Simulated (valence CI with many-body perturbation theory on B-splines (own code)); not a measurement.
**Pt LVIII: magnetic and hyperfine properties of the levels**

Computed by relativistic CI+MBPT: three valence electrons over a frozen Dirac-Fock core [Ar], a basis of 7 s, 7 p, 8 d, 6 f, 4 g, 1 h functions for each j, with the one-electron correlation potential Σ1 (screened to all orders), the two-electron term Σ2, the three-electron term Σ3, Breit, model QED; selected single and double excitations, second order for the rest, scaled by the run's own slope (own B-spline code, finite nucleus).

No measured spectrum was set against this ion. As an estimate, large intervals hold to a few tenths of a per cent, small ones and those within an open d or f shell to about a per cent. Excitations out of the core, of the other parity, are not computed and may begin above about 249 eV (a cautious bound); beyond it only levels of the ground parity were kept, without lifetimes. Only levels of the ground parity were solved; by the run's estimate the other parity begins above the list, which can be wrong where configurations are misplaced.

A/g_I is the dipole constant over the nuclear g factor μ/I (μ in nuclear magnetons, uniformly magnetised nucleus), B/Q the quadrupole constant per barn. Both hold the static response of the core; the bare values leave it out. Large factors of s and p1/2 electrons are usually good to 5 to 10 %; those of open d and f shells near neutrality can be off by tens of per cent, and small factors of p3/2, d and f electrons come from cancelling terms and can be off by a factor of two or in sign, in half-filled shells by more. B is blank for J = 1/2, where it vanishes, and for nearly pure S terms. Energies count from the lowest level.

Levels are named by their leading jj configuration (3d3/2^4 stands for four electrons in 3d with j = 3/2), which in mixed levels can hold well under half, so a name can repeat and another be missing. Letters in brackets count levels of one name in rising energy.

| Level | E (cm⁻¹) | g | A/g_I (MHz) | A/g_I bare | B/Q (MHz/b) | B/Q bare |
| --- | --- | --- | --- | --- | --- | --- |
| (3d3/2^3) J=3/2 | 0 | 0.730 | 130000 | 129000 | -81500 | -82400 |
| (3d3/2^2 3d5/2) J=5/2 [a] | 693340 | 1.052 | 73800 | 74200 | -43200 | -43700 |
| (3d3/2^2 3d5/2) J=3/2 | 746690 | 1.158 | 59300 | 60000 | -13900 | -14000 |
| (3d3/2^2 3d5/2) J=9/2 | 777000 | 1.026 | 83600 | 83900 | 95000 | 95800 |
| (3d3/2^2 3d5/2) J=7/2 | 780690 | 1.030 | 81200 | 81400 | 36700 | 37000 |
| (3d3/2^2 3d5/2) J=1/2 | 793340 | 1.788 | -58500 | -55600 |  |  |
| (3d3/2^2 3d5/2) J=5/2 [b] | 1000200 | 1.219 | 49800 | 50700 | 143000 | 145000 |
| (3d3/2 3d5/2^2) J=7/2 [a] | 1460300 | 1.121 | 59000 | 59600 | -12100 | -12300 |
| (3d3/2 3d5/2^2) J=9/2 | 1500600 | 1.126 | 62700 | 63200 | 25800 | 25900 |
| (3d3/2 3d5/2^2) J=3/2 [a] | 1547000 | 1.098 | 71600 | 72100 | -80400 | -81100 |
| (3d3/2 3d5/2^2) J=1/2 | 1572500 | 1.524 | -26900 | -25000 |  |  |
| (3d3/2 3d5/2^2) J=11/2 | 1581100 | 1.078 | 70900 | 71400 | 170000 | 172000 |
| (3d3/2 3d5/2^2) J=5/2 [a] | 1583100 | 1.302 | 20300 | 21500 | 90100 | 90900 |
| (3d3/2 3d5/2^2) J=7/2 [b] | 1663600 | 1.079 | 73100 | 73600 | 32700 | 33100 |
| (3d3/2 3d5/2^2) J=5/2 [b] | 1663700 | 1.085 | 74900 | 75300 | -29400 | -29700 |
| (3d3/2 3d5/2^2) J=3/2 [b] | 1843400 | 0.868 | 118000 | 118000 | 111000 | 112000 |
| (3d5/2^3) J=9/2 | 2268700 | 1.162 | 50600 | 51300 | 10000 | 10100 |
| (3d5/2^3) J=3/2 | 2389800 | 1.145 | 52300 | 52900 | 5150 | 5180 |
| (3d5/2^3) J=5/2 | 2477300 | 1.164 | 50700 | 51400 | 9680 | 9770 |

Task: Take the isotope of mass number 195, with I = 1/2, μ = 0.6073 μN. What is the hyperfine structure of (3d3/2^2 3d5/2) J=7/2?

Result: From the table A = 98600 MHz. Shifts from the centre of gravity in MHz: F = 3: -222000, F = 4: 173000.
